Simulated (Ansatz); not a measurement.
A geometry relaxed with B3LYP-D3(BJ)/def2-TZVP in Ansatz (a first-principles code), charge 0, multiplicity 1:

```xyz
12

O      0.3740    -2.3333     0.3371
H     -1.9120    -0.7534     0.5073
C      0.1857    -1.1585     0.1674
H      0.9144     2.1824     0.0014
H     -1.5379     1.7078    -0.5634
C     -0.8100     0.9518    -0.3022
H     -1.4884    -0.9298    -1.1836
C     -1.1437    -0.5103    -0.2333
C      0.4653     1.1986    -0.0085
H      1.6478    -0.0644     1.3272
H      2.0714    -0.2408    -0.3637
C      1.2335    -0.0502     0.3143
```

Write the SMILES of this molecule.

`O=C1CC=CC1`
